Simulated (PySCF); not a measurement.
Two-component Hartree-Fock for Mn⁴⁺ (manganese, charge +4)

Start: [Ar] 3d3; 3d3/2 filled at m_j = -1/2, +1/2, +3/2. Calculated with PySCF 2.14 in x2c-QZVPPall-2c (11s9p5d4f2g, 109 functions): generalised Hartree-Fock with the X2C-1e Hamiltonian and a Gaussian nucleus; one run each with spin-orbit coupling (SO) switched off, then screened by Boettger's factors.

| spinor shell | electrons | ε, spin-free (eV) | ε, screened SO (eV) | weight of nominal j (screened SO) | rms radius, screened SO (bohr) |
| --- | --- | --- | --- | --- | --- |
| 1s1/2 | 2 | -6659.2 | -6659.1 | 1.000 | 0.0703 |
| 2s1/2 | 2 | -865.32 | -865.29 | 1.000 | 0.302 |
| 2p1/2 | 2 | -738.82 | -746.65 | 0.980 | 0.271 |
| 2p3/2 | 4 | -738.82 | -734.95 | 0.990 | 0.273 |
| 3s1/2 | 2 | -163.10 | -163.08 | 1.000 | 0.892 |
| 3p1/2 | 2 | -124.24 | -126.57 | 0.653 | 0.941 |
| 3p3/2 | 4 | -124.24 | -123.06 | 0.827 | 0.946 |
| 3d3/2 | 3 | -73.797 | -73.819 | 0.617 | 1.05 |

```csv
quantity,spin-free,screened SO
E (hartree),-1153.58968,-1153.60879
M_J,3/2,3/2
⟨J²⟩,6.755,6.634
⟨L²⟩,12.004,12.000
⟨S²⟩,3.751,3.749
```

The determinant has a definite M_J but mixes levels of different J.

Each row is a mean over spinors that exchange with the open shell spreads, by up to 12.274 eV (3p1/2).

Rows whose weight is well below 1 are mixtures of j = l ± 1/2: exchange outweighs spin-orbit coupling there, and the label is only the starting occupation.

Without spin-orbit coupling the j labels of p, d and f shells carry no meaning; the spin-free column gives the mean over the occupied spinors of each nl shell, and its ⟨J²⟩ belongs to a mixture of degenerate components.
